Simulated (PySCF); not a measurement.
Al(OH)₃ (singlet). Method: PySCF, BP86, basis Al def2-TZVP, O def2-TZVP, H def2-TZVP (no relativity, density fitting).

Harmonic bands of its minimum:

| ω (cm⁻¹) | IR (km/mol, summed over degenerate members) | degeneracy |
| --- | --- | --- |
| 215 | 56.4 | 2 |
| 272 | 7.9 | 1 |
| 300 | 357 | 1 |
| 345 | 0.0 | 2 |
| 628 | 0.0 | 1 |
| 654 | 407 | 2 |
| 691 | 0.0 | 1 |
| 907 | 286 | 2 |
| 3785 | 177 | 2 |
| 3785 | 0.0 | 1 |

Problem. The central atom is Al. Infer the point group and assign the bands.

Solution. C3h. The modes span 4e' + 2a'' + e'' + 3a': 215 e', 272 a'', 300 a'', 345 e'', 628 a', 654 e', 691 a', 907 e', 3785 e', 3785 a'. The computed geometry has Al–O 1.708 Å (×3), O–H 0.968 Å (×3); Al–O–H 120.6° (×3), O–Al–O 120.0° (×3).

This need not be the most stable arrangement of these atoms.
